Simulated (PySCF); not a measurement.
Compound: aluminum bromide, AlBr₃.
SMILES: `[Br][Al]([Br])[Br]`

Method: MP2 and CCSD/aug-cc-pVDZ in PySCF, restricted Hartree–Fock reference, 32 core orbitals frozen, non-relativistic, gas phase, PBE0-D3(BJ)/def2-SVP geometry.

E(HF) = -7959.30422 Eh.

**Question.** How large is the problem?

**Answer.** 135 basis functions and 118 electrons; 32 orbitals frozen, which leaves o = 27 correlated occupied and v = 76 virtual orbitals. That is o·v = 2052 singles and o·v(o·v + 1)/2 = 2106378 distinct closed-shell doubles amplitudes before symmetry; the costliest CCSD step grows as o²v⁴ = 2.4 × 10^10.

**Question.** What are the MP2 and CCSD correlation energies?

**Answer.** MP2 -0.4661 Eh and CCSD -0.4928 Eh, which gives totals of -7959.77029 and -7959.79701 Eh. That is 0.248 eV for each correlated electron at CCSD (1294 kJ/mol in all, 0.006 % of the total energy); MP2 gives 94.6 % of the CCSD value.

**Question.** What is the T1 diagnostic?

**Answer.** 0.0073, below the customary warning level of 0.02. It is the norm of the spatial-orbital singles amplitudes over the root of the number of correlated electrons, so the norm is 0.054.

No triples correction and no basis-set extrapolation were made.

The job also held the EOM ionisation roots. Time: 3.0 min of wall time. Hardware: an Arm Neoverse V2 with one thread, no GPU, on a shared host.
